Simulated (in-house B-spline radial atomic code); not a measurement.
A run on neutral arsenic (an excited or competing configuration) that did not converge. Method: scalar-relativistic (X2C) wB97X, spin-polarised, spherical fractional occupations, exact exchange averaged over the configuration, Fermi nucleus of rms radius 4.0968 fm; computed with an all-electron radial atomic-structure program (B-spline basis).

Command:
```bash
python run_scf.py task.json out
```
Settings (nuclear radius in fm, mass in u):
```
Z                33
configuration    [Ar] 3d10 4s2 4p2 4f1
hamiltonian      x2c
method           wb97x
spin_polarised   True
nucleus          fermi
rms_radius       4.0968
atomic_mass      74.92159
speed_of_light   137.035999084
exact_exchange   averaged over the configuration
```

First and last ten iterations of the last attempt (damped for 15 steps, keeping 80 % of the old Fock matrix, then DIIS):
```
 iter        energy (Eh)    residual
    1       -2259.900414    3.89e-01
    2       -2260.318651    9.27e-02
    3       -2260.446352    5.40e-02
    4       -2260.492925    3.60e-02
    5       -2260.509456    2.54e-02
    6       -2260.515046    1.82e-02
    7       -2260.517806    1.32e-02
    8       -2260.518356    9.69e-03
    9       -2260.518925    7.20e-03
   10       -2260.518856    5.45e-03
  111       -2260.519404    2.24e-03
  112       -2260.519183    5.06e-04
  113       -2260.519652    1.70e-03
  114       -2260.519774    3.63e-04
  115       -2260.519696    1.45e-03
  116       -2260.519550    1.62e-03
  117       -2260.519525    1.58e-03
  118       -2260.519759    9.94e-04
  119       -2260.519717    1.31e-03
  120       -2260.519779    6.46e-04
 not converged after 120 iterations
```

The smallest residual met was 3.6e-04; the threshold is about 3e-07. No energy from this run should be used. Run time, properties included: 42 s on 1 thread of Arm Neoverse N1 (shared host).
